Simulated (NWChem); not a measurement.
SnCl cation, singlet; SMILES [Cl][Sn+]

```xyz
2

Sn     0.0000     0.0000    -0.5815
Cl     0.0000     0.0000     1.7130
```
Atoms are numbered in this order, from 1.

Level: PBE0/def2-SVP with def2 effective core potentials on Sn (NWChem), optimised geometry, unscaled harmonic frequencies. Low-valent species are run as closed-shell singlets; no triplet was tried in these runs. def2 effective core potentials on Sn; no spin-orbit coupling.

```
frequency (cm⁻¹)  IR intensity (km/mol)
----------------  ---------------------
429                                49.2
```

| Item | Value |
|---|---|
| zero-point energy | 0.6 kcal/mol |
| thermal correction to the enthalpy at 298.15 K (with zero-point energy) | 2.9 kcal/mol |
| heat capacity Cv | 6.4 cal/(mol K) |
| entropy at 298.15 K and 1 atm (symmetry number 1) | 58.6 cal/(mol K) |

Rigid rotor and harmonic oscillator.
